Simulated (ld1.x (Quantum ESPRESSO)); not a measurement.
# Scattering properties, TM potential for Zr

ld1.x (Quantum ESPRESSO) 7.5 input, shortened:

```
&input
   title='Zr', zed=40., rel=0, dft='PBE', iswitch=3,
   config='[Kr] 4d1 5s0 5p0'
 /
 &inputp
   pseudotype=2, tm=.true., lloc=0,
   nlcc=.false.
 /
3
4P  2  1   6.00   0.00  1.35  1.35  0.0
4D  3  2   1.00   0.00  1.60  1.60  0.0
4S  1  0   2.00   0.00  1.15  1.15  0.0
 &test
   configts(1)='4s2 4p6 4d1 5s0 5p0'
 /
```

The phase is arctan(r·u′/u) with u = r·R(r), unwrapped; energies in Ry, scanned from -8 to 5 Ry. A pole is an energy at which the radial function vanishes at the test radius. The pseudo phase is shifted by a multiple of π to meet the all-electron one at the reference energy, and phase errors are pseudo minus all-electron; the curves can meet again beyond the range given. Levels narrower than the energy grid can be missing from the lists of poles.

Q: For each channel, where are the poles, and over which energies does the pseudopotential scatter like the atom?

A:

```
channel  radius (bohr)  reference energy (Ry)  poles, all-electron  poles, pseudo  unbroken range about the reference energy with phases within 0.05 rad  phase error 1 Ry above the reference energy (rad)
      s           1.74                  -5.82                -4.25          -4.26                                                              below 1.2                                             -0.001
      p           1.74                  -4.33                -2.25          -2.29                                                              below 2.0                                             -0.001
      d           1.74                  -2.10                 1.25           1.06                                                              below 3.4                                             -0.004
```

Phases in the s channel:

```json
{"E (Ry)": "-8.00", "all-electron": "1.059", "pseudo": "1.057"}
{"E (Ry)": "-7.76", "all-electron": "0.994", "pseudo": "0.992"}
{"E (Ry)": "-7.52", "all-electron": "0.902", "pseudo": "0.900"}
{"E (Ry)": "-7.28", "all-electron": "0.768", "pseudo": "0.765"}
{"E (Ry)": "-7.04", "all-electron": "0.558", "pseudo": "0.554"}
{"E (Ry)": "-6.80", "all-electron": "0.228", "pseudo": "0.225"}
{"E (Ry)": "-6.56", "all-electron": "-0.222", "pseudo": "-0.225"}
{"E (Ry)": "-6.32", "all-electron": "-0.658", "pseudo": "-0.659"}
{"E (Ry)": "-6.08", "all-electron": "-0.965", "pseudo": "-0.966"}
{"E (Ry)": "-5.84", "all-electron": "-1.160", "pseudo": "-1.160"}
{"E (Ry)": "-5.60", "all-electron": "-1.286", "pseudo": "-1.286"}
{"E (Ry)": "-5.36", "all-electron": "-1.373", "pseudo": "-1.373"}
{"E (Ry)": "-5.12", "all-electron": "-1.436", "pseudo": "-1.437"}
{"E (Ry)": "-4.88", "all-electron": "-1.484", "pseudo": "-1.485"}
{"E (Ry)": "-4.64", "all-electron": "-1.522", "pseudo": "-1.523"}
{"E (Ry)": "-4.40", "all-electron": "-1.554", "pseudo": "-1.555"}
{"E (Ry)": "-4.16", "all-electron": "-1.580", "pseudo": "-1.581"}
{"E (Ry)": "-3.92", "all-electron": "-1.602", "pseudo": "-1.604"}
{"E (Ry)": "-3.68", "all-electron": "-1.622", "pseudo": "-1.624"}
{"E (Ry)": "-3.44", "all-electron": "-1.640", "pseudo": "-1.643"}
{"E (Ry)": "-3.20", "all-electron": "-1.657", "pseudo": "-1.659"}
{"E (Ry)": "-2.96", "all-electron": "-1.672", "pseudo": "-1.675"}
{"E (Ry)": "-2.72", "all-electron": "-1.687", "pseudo": "-1.690"}
{"E (Ry)": "-2.48", "all-electron": "-1.701", "pseudo": "-1.705"}
{"E (Ry)": "-2.24", "all-electron": "-1.714", "pseudo": "-1.719"}
{"E (Ry)": "-2.00", "all-electron": "-1.728", "pseudo": "-1.733"}
{"E (Ry)": "-1.76", "all-electron": "-1.741", "pseudo": "-1.747"}
{"E (Ry)": "-1.52", "all-electron": "-1.755", "pseudo": "-1.762"}
{"E (Ry)": "-1.28", "all-electron": "-1.769", "pseudo": "-1.777"}
{"E (Ry)": "-1.04", "all-electron": "-1.784", "pseudo": "-1.793"}
{"E (Ry)": "-0.80", "all-electron": "-1.799", "pseudo": "-1.810"}
{"E (Ry)": "-0.56", "all-electron": "-1.815", "pseudo": "-1.827"}
{"E (Ry)": "-0.32", "all-electron": "-1.832", "pseudo": "-1.847"}
{"E (Ry)": "-0.08", "all-electron": "-1.850", "pseudo": "-1.868"}
{"E (Ry)": "0.16", "all-electron": "-1.870", "pseudo": "-1.891"}
{"E (Ry)": "0.40", "all-electron": "-1.892", "pseudo": "-1.918"}
{"E (Ry)": "0.64", "all-electron": "-1.917", "pseudo": "-1.948"}
{"E (Ry)": "0.88", "all-electron": "-1.944", "pseudo": "-1.982"}
{"E (Ry)": "1.12", "all-electron": "-1.975", "pseudo": "-2.023"}
{"E (Ry)": "1.36", "all-electron": "-2.011", "pseudo": "-2.071"}
{"E (Ry)": "1.60", "all-electron": "-2.054", "pseudo": "-2.129"}
{"E (Ry)": "1.84", "all-electron": "-2.103", "pseudo": "-2.201"}
{"E (Ry)": "2.08", "all-electron": "-2.163", "pseudo": "-2.291"}
{"E (Ry)": "2.32", "all-electron": "-2.236", "pseudo": "-2.405"}
{"E (Ry)": "2.56", "all-electron": "-2.326", "pseudo": "-2.551"}
{"E (Ry)": "2.80", "all-electron": "-2.438", "pseudo": "-2.737"}
{"E (Ry)": "3.04", "all-electron": "-2.578", "pseudo": "-2.962"}
{"E (Ry)": "3.28", "all-electron": "-2.750", "pseudo": "-3.214"}
{"E (Ry)": "3.52", "all-electron": "-2.954", "pseudo": "-3.463"}
{"E (Ry)": "3.76", "all-electron": "-3.179", "pseudo": "-3.685"}
{"E (Ry)": "4.00", "all-electron": "-3.405", "pseudo": "-3.865"}
{"E (Ry)": "4.24", "all-electron": "-3.612", "pseudo": "-4.008"}
{"E (Ry)": "4.48", "all-electron": "-3.787", "pseudo": "-4.119"}
{"E (Ry)": "4.72", "all-electron": "-3.930", "pseudo": "-4.206"}
{"E (Ry)": "4.96", "all-electron": "-4.044", "pseudo": "-4.275"}
```
